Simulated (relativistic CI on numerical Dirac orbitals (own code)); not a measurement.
**How well does a small relativistic CI reproduce Mg VI?**

Calculated at this level of theory: Dirac-Coulomb-Breit CI, separate exchange-only KLI orbitals for each configuration, model QED (radiative potential, 1s self-energy scaled to tabulated hydrogen-like ionisation energies), valence Slater integrals scaled by 0.85, P86 correlation energy added to each configuration (own radial code, finite nucleus).

Configuration list (outside the closed core 1s2): 2s²2p³, 2s2p⁴, 2p⁵, 2s²2p²3s, 2s²2p²3p, 2s²2p²3d, 2p⁴3s, 2p⁴3p, 2s2p³3s, 2p⁴3d, 2s²2p²4s, 2s2p³3p, 2s²2p²4p, 2s²2p²4d, 2s²2p²4f, 2s2p³3d. Levels of other configurations are missing.

```
Configuration  Term (tabulated)    J  Measured (cm⁻¹)  Computed   Error  Purity (%)
       2s²2p³               4S°  3/2              0.0         0       0         100
       2s²2p³               2D°  5/2          55356.0     50763   -4593         100
       2s²2p³               2D°  3/2          55372.8     50756   -4617          99
       2s²2p³               2P°  1/2          83920.0     74915   -9005          98
       2s²2p³               2P°  3/2          84028.4     75060   -8968          97
        2s2p⁴                4P  5/2         247948.0    254147    6199         100
        2s2p⁴                4P  3/2         249584.0    255775    6191         100
        2s2p⁴                4P  1/2         250450.0    256636    6186         100
        2s2p⁴                2D  5/2         341751.0    342098     347         100
        2s2p⁴                2D  3/2         341793.0    342141     348         100
        2s2p⁴                2S  1/2         401822.0    393124   -8698          99
        2s2p⁴                2P  3/2         425190.0    418152   -7038          99
        2s2p⁴                2P  1/2         427135.0    420077   -7058          99
          2p⁵               2P°  3/2         651867.0    666392   14525          97
          2p⁵               2P°  1/2         654473.0    668987   14514          97
     2s²2p²3s                4P  1/2         893940.0    892597   -1343          98
     2s²2p²3s                4P  3/2         894890.0    893623   -1267          98
     2s²2p²3s                4P  5/2         896440.0    895144   -1296          98
     2s²2p²3s                2P  1/2         908410.0    906394   -2016          98
     2s²2p²3s                2P  3/2         910300.0    908256   -2044          98
     2s²2p²3s                2S  1/2         983420.0    969759  -13661          95
     2s²2p²3d              2P †  3/2        1040060.0   1040102      42          58
     2s²2p²3d              2P †  1/2        1040680.0   1042424    1744          82
     2s²2p²3d                4D  1/2        1045620.0   1040369   -5251          82
     2s²2p²3d                2F  5/2        1046420.0   1046924     504          81
     2s²2p²3d                4P  5/2        1047310.0   1046869    -441          79
     2s²2p²3d                4P  3/2        1047990.0   1047597    -393          96
     2s²2p²3d                4P  1/2        1048380.0   1047973    -407          97
     2s²2p²3d                2F  7/2        1048380.0   1048884     504          97
     2s²2p²3d                2D  3/2        1062050.0   1061455    -595          97
     2s²2p²3d                2D  5/2        1062620.0   1062025    -595          97
     2s²2p²3d                2F  7/2        1083340.0   1080696   -2644          95
     2s²2p²3d                2F  5/2        1083640.0   1080991   -2649          92
     2s²2p²3d                2D  3/2        1086570.0   1082348   -4222          98
     2s²2p²3d                2D  5/2        1086920.0   1082785   -4135          93
     2s²2p²3d                2P  3/2        1094250.0   1088599   -5651          98
      2s2p³3s             2P° †  1/2        1192330.0   1188695   -3635          97
      2s2p³3s             2P° †  3/2        1192580.0   1188699   -3881          96
     2s²2p²4s                4P  5/2        1196740.0   1197276     536          79
     2s²2p²4s                2P  3/2        1199470.0   1206169    6699          70
      2s2p³3p              2F †  7/2        1223280.0   1206474  -16806          99
      2s2p³3p              2F †  5/2        1223920.0   1206732  -17188          99
     2s²2p²4d                4D  1/2        1249500.0   1251986    2486          90
     2s²2p²4d                4P  5/2        1252240.0   1255882    3642          86
     2s²2p²4d                4P  3/2        1252660.0   1256489    3829          91
     2s²2p²4d                2F  5/2        1252700.0   1257269    4569          98
     2s²2p²4d                4P  1/2        1252870.0   1256787    3917          94
     2s²2p²4d                2F  7/2        1254350.0   1259111    4761          98
     2s²2p²4d                2D  5/2        1258380.0   1264669    6289          93
```

Measured levels from NIST levels in Kelleher and Podobedova, J. Phys. Chem. Ref. Data 37, 267 (2008); pairs were made by configuration, J and term (by order where the table uses no LS term), so strongly mixed levels may be paired wrongly.

Mean error by configuration (cm⁻¹): 2s²2p³ -6796; 2s2p⁴ -440; 2p⁵ 14519; 2s²2p²3s -3604; 2s²2p²3d -1998; 2s²2p²4s 3618; 2s²2p²4d 4213. Over the excited levels the mean absolute error is 4396 cm⁻¹ (48 of the 49 excited levels that our extract of the source holds in range could be paired, and the others can miss by more), and the median relative error of those above 1,000 cm⁻¹ is 0.34 %. † marks terms whose computed intervals miss the measured ones by more than a factor of 2.5, or configurations far off the rest, from wrong mixing, a near crossing or a doubtful label or measurement; they are left out of the means.
